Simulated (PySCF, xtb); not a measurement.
CH8Ge2, SMILES [GeH3][CH2][GeH3].

xtb with GFN2-xTB at its own geometry gives an orbital gap of 7.78 eV and a dipole moment of 0.77 D.

Coordinates come from a PBE0-D3(BJ)/def2-SVP optimisation.

What does r2SCAN/def2-TZVP (PySCF) give? (An estimate is asked for; the answer gives what the named calculation found.)

gap 7.64 eV (levels -7.57 and 0.06 eV), dipole 0.76 D.
